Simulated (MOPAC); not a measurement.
MOPAC input (PM7):

```
PM7 1SCF UHF MS=0.5 GEO-OK AUX(PRECISION=9) THREADS=1
H3B2

B    -0.23786300 1    0.00343900 1    0.81000900 1
B     0.20189000 1   -0.00291900 1   -0.68750700 1
H    -0.56932900 1    0.00823100 1    1.93877000 1
H     0.33858300 1    1.02002700 1   -1.29056900 1
H     0.41061200 1   -1.03085800 1   -1.26071100 1
```

From the output:

```
                                                       MOPAC v23.2.5 Linux

          FINAL HEAT OF FORMATION =         82.69152 KCAL/MOL =     345.98131 KJ/MOL

          COSMO AREA              =         76.37 SQUARE ANGSTROMS
          COSMO VOLUME            =         58.57 CUBIC ANGSTROMS

          IONIZATION POTENTIAL    =          7.562360 EV
          ALPHA SOMO LUMO (EV)    =         -7.562 -0.228
          BETA  SOMO LUMO (EV)    =        -11.027 -2.150
          NO. OF ALPHA ELECTRONS  =          5
          NO. OF BETA  ELECTRONS  =          4
          MOLECULAR WEIGHT        =         24.6437         POINT GROUP:  C2v

          MOLECULAR DIMENSIONS (Angstroms)

            Atom       Atom       Distance
            H     5    H     3     3.50381
            H     4    H     3     1.96237
            H     4    B     2     0.00000

          SCF CALCULATIONS        =          1

   ATOM   CHEMICAL          X               Y               Z
  NUMBER   SYMBOL      (ANGSTROMS)     (ANGSTROMS)     (ANGSTROMS)

     1       B         -0.23786300  *   0.00343900  *   0.81000900  *
     2       B          0.20189000  *  -0.00291900  *  -0.68750700  *
     3       H         -0.56932900  *   0.00823100  *   1.93877000  *
     4       H          0.33858300  *   1.02002700  *  -1.29056900  *
     5       H          0.41061200  *  -1.03085800  *  -1.26071100  *

                             CARTESIAN COORDINATES

   1    B       -0.237863000     0.003439000     0.810009000
   2    B        0.201890000    -0.002919000    -0.687507000
   3    H       -0.569329000     0.008231000     1.938770000
   4    H        0.338583000     1.020027000    -1.290569000
   5    H        0.410612000    -1.030858000    -1.260711000

           Empirical Formula: H3 B2  =     5 atoms

      MOLECULAR POINT GROUP   :   C2v

          ALPHA EIGENVALUES
 -15.48179 -14.12128 -11.91746 -10.95727  -7.56236  -0.22763  -0.20810   2.55710
   4.03243   4.52453   6.92254

           BETA EIGENVALUES
 -15.14456 -14.08179 -11.98210 -11.02699  -2.14959  -0.54427   0.10695   2.45858
   3.98517   4.65150   7.04242

              NET ATOMIC CHARGES AND DIPOLE CONTRIBUTIONS

  ATOM NO.   TYPE          CHARGE      No. of ELECS.   s-Pop       p-Pop
    1          B           0.185381        2.8146     0.97867     1.83595
    2          B          -0.256047        3.2560     0.73448     2.52157
    3          H          -0.004694        1.0047     1.00469
    4          H           0.037680        0.9623     0.96232
    5          H           0.037680        0.9623     0.96232
 DIPOLE           X         Y         Z       TOTAL
 POINT-CHG.    -0.312     0.005     1.061     1.106
 HYBRID        -0.067     0.001     0.228     0.238
 SUM           -0.379     0.005     1.289     1.344

          ATOMIC ORBITAL ELECTRON POPULATIONS

     Atom    s        px        py        pz
    1  B   0.97867   0.73977   0.06056   1.03562
    2  B   0.73448   0.35371   1.12194   1.04591
    3  H   1.00469
    4  H   0.96232
    5  H   0.96232

                    (SZ)    =    0.500000
                    (S**2)  =    0.751372

          ATOMIC ORBITAL SPIN POPULATIONS

    Atom   Total    s     px     py     pz
         Atomic
    1  B  0.7259  0.029  0.654 -0.001  0.044
    2  B  0.2716  0.006  0.263 -0.006  0.008
    3  H -0.0038 -0.004
    4  H  0.0032  0.003
    5  H  0.0032  0.003

 **********************
 *                    *
 * JOB ENDED NORMALLY *
 *                    *
 **********************

 == MOPAC DONE ==
```

The geometry given is a B3LYP-D3(BJ)/def2-TZVP minimum.
